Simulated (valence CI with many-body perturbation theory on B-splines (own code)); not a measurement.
# Level structure of Co12+

Calculated by relativistic CI+MBPT: five valence electrons over a frozen Dirac-Fock core [Ne], radial functions for each j: 11 s, 11 p, 10 d, 8 f, 5 g, 2 h, with the one-electron correlation potential Σ1, the two-electron term Σ2, the three-electron term Σ3, Breit, model QED; selected CI, second order for the rest, scaled by the run's own slope (own B-spline code, finite nucleus).

No measured spectrum was set against this ion. As an estimate, levels of excited configurations hold to 0.05 to 0.15 % of their energy, terms of the ground configuration to about 0.5 %. Among the levels kept, up to 3200 cm⁻¹ of a level comes from second order outside the variational space, and about a tenth of that is noise between levels of different J, which matters for small intervals.

Levels 91 to 135 of 174, with energies above the lowest level, 3s2 3p3 4S°_3/2. "Leading %" is the weight of the configuration and term that name the level; weights of strongly mixed levels are sums over their largest components and can fall short.

```csv
No.,Configuration,Term,J,E (eV),Leading %,g,Second component
91,3s 3p3 3d,2G°,7/2,109.43,48,1.019,30 % 3s 3p3 3d 2F°
92,3s 3p3 3d,2F°,5/2,110.03,85,0.874,8 % 3s2 3p 3d2 2F°
93,3s 3p3 3d,2G°,9/2,110.54,77,1.116,17 % 3s2 3p 3d2 2G°
94,3s 3p3 3d,2F°,7/2,110.94,38,1.042,33 % 3s 3p3 3d 2G°
95,3s 3p3 3d,4D°,3/2,113.84,58,1.067,19 % 3s 3p3 3d 2D°
96,3s 3p3 3d,4D°,5/2,113.87,81,1.339,4 % 3s 3p3 3d 2D°
97,3s 3p3 3d,4D°,7/2,113.93,87,1.405,5 % 3s 3p3 3d 2F°
98,3s 3p3 3d,4D°,1/2,114.05,73,0.134,7 % 3s 3p3 3d 2P°
99,3s 3p3 3d,2D°,3/2,114.55,57,0.940,28 % 3s 3p3 3d 4D°
100,3s 3p3 3d,2D°,5/2,115.27,41,1.108,8 % 3s2 3p 3d2 2F°
101,3s 3p3 3d,2P°,1/2,115.52,68,0.577,17 % 3s 3p3 3d 4D°
102,3s 3p3 3d,2F°,5/2,115.67,26,0.936,19 % 3s 3p3 3d 2D°
103,3s 3p3 3d,2F°,7/2,116.39,56,1.138,25 % 3s2 3p 3d2 2F°
104,3s 3p3 3d,2P°,3/2,116.92,79,1.305,7 % 3s2 3p 3d2 2P°
105,3s2 3p 3d2,4G°,5/2,117.38,79,0.610,8 % 3s 3p3 3d 2F°
106,3s2 3p 3d2,4G°,7/2,117.83,85,0.995,5 % 3s 3p3 3d 4G°
107,3s 3p3 3d,2D°,3/2,118.24,56,0.827,16 % 3s2 3p 3d2 2D°
108,3s 3p3 3d,2S°,1/2,118.50,54,1.903,35 % 3s2 3p 3d2 2S°
109,3s2 3p 3d2,4G°,9/2,118.54,91,1.172,5 % 3s 3p3 3d 4G°
110,3s 3p3 3d,2D°,5/2,118.87,44,1.121,14 % 3s 3p3 3d 2F°
111,3s2 3p 3d2,4G°,11/2,119.60,92,1.272,5 % 3s 3p3 3d 4G°
112,3s 3p3 3d,2P°,3/2,119.65,37,1.327,31 % 3s2 3p 3d2 2P°
113,3s 3p3 3d,2F°,5/2,119.74,63,0.945,16 % 3s 3p3 3d 2D°
114,3s 3p3 3d,2F°,7/2,119.96,86,1.154,4 % 3s2 3p 3d2 2F°
115,3s2 3p 3d2,2P°,1/2,121.22,32,0.716,28 % 3s 3p3 3d 2P°
116,3s2 3p 3d2,4D°,1/2,123.77,84,0.039,7 % 3s 3p3 3d 4D°
117,3s2 3p 3d2,4D°,3/2,124.01,80,1.191,7 % 3s 3p3 3d 4D°
118,3s2 3p 3d2,4D°,5/2,124.35,63,1.280,7 % 3s2 3p 3d2 2F°
119,3s2 3p 3d2,4D°,7/2,125.13,64,1.367,12 % 3s2 3p 3d2 4F°
120,3s2 3p 3d2,2F°,5/2,125.21,53,0.948,24 % 3s 3p3 3d 2F°
121,3s 3p3 3d,2P°,3/2,125.61,79,1.313,11 % 3s2 3p 3d2 2P°
122,3s 3p3 3d,2P°,1/2,125.82,80,0.652,12 % 3s2 3p 3d2 2P°
123,3s2 3p 3d2,4F°,3/2,125.83,82,0.447,7 % 3s 3p3 3d 4F°
124,3s2 3p 3d2,4P°,1/2,126.11,84,2.613,8 % 3s 3p3 3d 4P°
125,3s2 3p 3d2,2H°,9/2,126.15,86,0.936,
126,3s2 3p 3d2,4F°,5/2,126.17,80,1.054,7 % 3s 3p3 3d 4F°
127,3s2 3p 3d2,4F°,7/2,126.63,43,1.264,20 % 3s2 3p 3d2 4D°
128,3s2 3p 3d2,2F°,7/2,126.66,41,1.175,30 % 3s2 3p 3d2 4F°
129,3s2 3p 3d2,4P°,3/2,126.67,82,1.698,8 % 3s 3p3 3d 4P°
130,3s2 3p 3d2,4F°,9/2,126.83,81,1.307,7 % 3s 3p3 3d 4F°
131,3s2 3p 3d2,4P°,5/2,127.38,38,1.379,19 % 3s 3p3 3d 2D°
132,3s 3p3 3d,2D°,3/2,127.65,38,0.808,38 % 3s2 3p 3d2 2D°
133,3s2 3p 3d2,4P°,5/2,127.86,44,1.394,20 % 3s 3p3 3d 2D°
134,3s2 3p 3d2,2H°,11/2,128.34,97,1.090,
135,3s2 3p 3d2,2G°,7/2,129.11,70,0.899,22 % 3s 3p3 3d 2G°
```

Names give the largest LS component (configuration and term), which can be under half, so a name can repeat, a term be missing and a line seem to break the LS rules; names also repeat where a configuration has a term twice.

Where two levels of one J and parity lie close, their mixing, g and order are uncertain.
